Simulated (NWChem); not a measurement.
**Worked example: ideal-gas entropy of CHClFGeN (SMILES N#[C][GeH]([F])[Cl])**

A singlet with charge 0, relaxed at B3LYP-D3(BJ)/6-31G*/LANL2DZ (core potential, spherical functions) (NWChem 7.3.0):

```xyz
6

N    -1.0970   -2.6372   -0.2783
C    -0.5291   -1.6413   -0.0898
Ge    0.3679    0.0029    0.3082
F     1.7490    0.0895   -0.6775
Cl   -0.9748    1.6138   -0.2145
H     0.7385    0.0799    1.7865
```

Harmonic wavenumbers in cm⁻¹: 105, 147, 194, 325, 332, 415, 494, 723, 728, 761, 2202, 2328.

Masses in u: N 14.007, C 12.011, Ge 72.63, F 18.998, Cl 35.45, H 1.008. Take T = 298.15 K, p = 1 bar, R = 8.3145 J/(mol K), kT/hc = 207.22 cm⁻¹, rigid rotor and harmonic oscillator.

**Question.** Work out S° at 298 K.

**Answer.** 
1. Translation (Sackur–Tetrode): S = R[3/2 ln M + 5/2 ln T − 1.1517] with M = 154.104 gives 171.7 J/(mol K).
2. Rotation: principal moments 143.874, 243.879, 344.497 u Å² give A, B, C = 0.1172, 0.0691, 0.0489 cm⁻¹; the symmetry number is σ = 1; q = (√π/σ)√((kT/hc)³/ABC) = 265684; S = R(ln q + 3/2) = 116.3.
3. Vibration: with u = ν̃/207.22, each mode gives R[u/(eᵘ − 1) − ln(1 − e⁻ᵘ)]; the sum is 55.1, most from 105 cm⁻¹ (14.1), 147 cm⁻¹ (11.3), 194 cm⁻¹ (9.2).
4. Spin and the two mirror images of this shape: R ln 2 = 5.8.
5. Sum: 171.7 + 116.3 + 55.1 + 5.8 = 348.9 J/(mol K).

No measured value is set beside it here. Where a soft mode is a torsion, a harmonic oscillator describes it poorly.
